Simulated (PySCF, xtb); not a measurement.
HfOF, SMILES [Hf]([F])=[O] (connectivity only; charge and spin as stated), neutral, multiplicity 2.

Harmonic wavenumbers (cm⁻¹) from GFN2-xTB (xtb) at its own minimum, in rising order: 107, 413, 745.

Task: What does PBE-D3(BJ)/def2-TZVP (PySCF 2.14.0) give at its own minimum? (An estimate is asked for; the answer gives what the named calculation found.)

Result: 216, 615, 913. Paired by order, the mean absolute difference is 160 cm⁻¹ and the zero-point energies are 1.8 and 2.5 kcal/mol.
